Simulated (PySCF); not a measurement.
# Br²⁶⁺: ionisation energy

Br²⁶⁺ [He] 2s2 2p5 [2p1/2^2 2p3/2^3, M_J = 3/2] → Br²⁷⁺ [He] 2s2 2p4 [2p1/2^2 2p3/2^2, M_J = 2], as a difference of total energies. Calculation: PySCF 2.14, in an even-tempered Gaussian basis (18 s from 8.4 bohr⁻², ratio 2.4; 12 p from 11 bohr⁻², ratio 2.4; 5 d from 44 bohr⁻², ratio 2.6; 4 f from 66 bohr⁻², ratio 2.6); the two-component X2C-1e Hamiltonian. Correlated levels: nothing frozen; the 34 highest virtual spinors dropped. "Screened" scales the spin-orbit matrix elements by Boettger's factors to mimic the two-electron term; Breit and QED terms are absent.

```
                    method  ionisation energy (eV)
           GHF (spin-free)                  2879.3
          GMP2 (spin-free)                  2880.9
 GHF (screened spin-orbit)                  2867.1
GMP2 (screened spin-orbit)                  2868.6
```

For this ion Breit and QED terms and the two-electron picture change, all absent here, outweigh the correlation shift from GHF to GMP2.

The spin-free rows relax to the high-spin LS determinant and lack the spin-orbit shift.

The labels give the starting determinants; with spin-orbit coupling the two ends relaxed to ⟨J²⟩ = 3.75, ⟨L²⟩ = 2.00, ⟨S²⟩ = 0.75 and ⟨J²⟩ = 6.00, ⟨L²⟩ = 2.83, ⟨S²⟩ = 1.59.

For comparison: 2869 ± 5 eV (semi-empirical (NIST evaluation); NIST Atomic Spectra Database, ionization energies).
